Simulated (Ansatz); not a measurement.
A structure relaxed at PBE0-D4/def2-SVP in Ansatz, charge 0, singlet:

```tsv
atom	x (Å)	y (Å)	z (Å)
Zr1	0.813	-0.492	1.775
Zr2	1.398	0.175	-1.231
Zr3	-1.506	-0.092	-0.321
O4	2.563	-0.136	0.503
O5	0.161	0.991	0.169
O6	-0.286	-0.612	-1.804
O7	1.997	-1.402	-0.002
O8	-1.064	-1.128	1.217
O9	-3.253	0.708	-0.587
O10	1.034	-0.176	3.482
H11	-4.140	1.066	-0.578
H12	2.284	1.097	-2.623
```

Task: Give its formula.

Result: the cluster Zr3O7H2.

Task: Summarise the bond lengths by kind (pairs closer than 1.2 times the sum of covalent radii, bridged metal pairs left out).

Result: 13 × O–Zr 1.75 to 2.32 Å; 1 × O–O 1.48 Å; 1 × H–Zr 1.89 Å; 1 × H–O 0.96 Å.

In the def2 sets Zr takes a core potential; there is no spin–orbit coupling. The structure holds one bond between oxygen atoms, so isomers without such links may lie far lower. The relaxation made no stability test and no search for a lower SCF solution. No other spin state of charge 0 was run. Another isomer (singlet) lies 0.03 eV lower at PBE0-D4/def2-TZVP; other spin states weren't run for this one.
